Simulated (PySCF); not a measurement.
Isomers of C5H7F3O2, mass 156.040 u with the commonest isotopes. Method used: PBE0-D3(BJ)/def2-SVP geometry optimisation, gas phase (PySCF). One conformer each, none proved a minimum here; rigid rotors.

Task: Order these by rotational constant A, smallest first.
A. `[F:1][C:2]([F:3])([F:4])[C@H:5]1[CH2:6][O:7][CH2:8][CH2:9][O:10]1` with C2–C5–C6–O7 176°, C5–C6–O7–C8 -57°, C6–O7–C8–C9 58°, O7–C8–C9–O10 -56°
B. `[CH3:1][C@@H:2]1[O:3][CH2:4][C:5]([F:6])([F:7])[C@@H:8]([F:9])[O:10]1` with C1–C2–O3–C4 -179°, C2–O3–C4–C5 58°, O3–C4–C5–F6 67°, C4–C5–C8–F9 -72°
C. `[CH2:1]=[C:2]([CH2:3][O:4][C:5]([F:6])([F:7])[F:8])[O:9][CH3:10]` with C1–C2–C3–O4 90°, C2–C3–O4–C5 69°, C1–C2–O9–C10 -7°

Result: B (2205 MHz), C (2367 MHz), A (2642 MHz).

Task: Order these by rotational constant B, smallest first.
A. `[CH2:1]=[C:2]([CH2:3][O:4][C:5]([F:6])([F:7])[F:8])[O:9][CH3:10]` with C1–C2–C3–O4 90°, C2–C3–O4–C5 69°, C1–C2–O9–C10 -7°
B. `[F:1][C:2]([F:3])([F:4])[C@H:5]1[CH2:6][O:7][CH2:8][CH2:9][O:10]1` with C2–C5–C6–O7 176°, C5–C6–O7–C8 -57°, C6–O7–C8–C9 58°, O7–C8–C9–O10 -56°
C. `[CH3:1][C@@H:2]1[O:3][CH2:4][C:5]([F:6])([F:7])[C@@H:8]([F:9])[O:10]1` with C1–C2–O3–C4 -179°, C2–O3–C4–C5 58°, O3–C4–C5–F6 67°, C4–C5–C8–F9 -72°

Result: A (902.6 MHz), B (938.4 MHz), C (1148 MHz).

Task: Order these by rotational constant C, largest first.
A. `[CH3:1][C@@H:2]1[O:3][CH2:4][C:5]([F:6])([F:7])[C@@H:8]([F:9])[O:10]1` with C1–C2–O3–C4 -179°, C2–O3–C4–C5 58°, O3–C4–C5–F6 67°, C4–C5–C8–F9 -72°
B. `[F:1][C:2]([F:3])([F:4])[CH:5]1[O:6][CH2:7][CH2:8][CH2:9][O:10]1` with C2–C5–O6–C7 -81°, C5–O6–C7–C8 -51°, O6–C7–C8–C9 53°, C7–C8–C9–O10 -53°
C. `[F:1][C:2]([F:3])([F:4])[C@H:5]1[CH2:6][O:7][CH2:8][CH2:9][O:10]1` with C2–C5–C6–O7 176°, C5–C6–O7–C8 -57°, C6–O7–C8–C9 58°, O7–C8–C9–O10 -56°

Result: B (994.4 MHz), A (972.6 MHz), C (813.9 MHz).

| SMILES | point group | Ia (u·Å²) | Ib (u·Å²) | Ic (u·Å²) | κ | μa (D) | μb (D) | μc (D) |
| --- | --- | --- | --- | --- | --- | --- | --- | --- |
| C[C@@H]1OCC(F)(F)[C@@H](F)O1 | C1 | 229.15 | 440.40 | 519.62 | -0.72 | 1.20 | 0.03 | 0.93 |
| FC(F)(F)[C@H]1COCCO1 | C1 | 191.26 | 538.55 | 620.92 | -0.86 | 2.20 | 0.18 | 0.34 |
| C=C(COC(F)(F)F)OC | C1 | 213.52 | 559.89 | 632.45 | -0.87 | 2.83 | 0.23 | 0.38 |
| FC(F)(F)C1OCCCO1 | Cs | 214.33 | 448.04 | 508.21 | -0.80 | 2.46 | 0.00 | 0.92 |
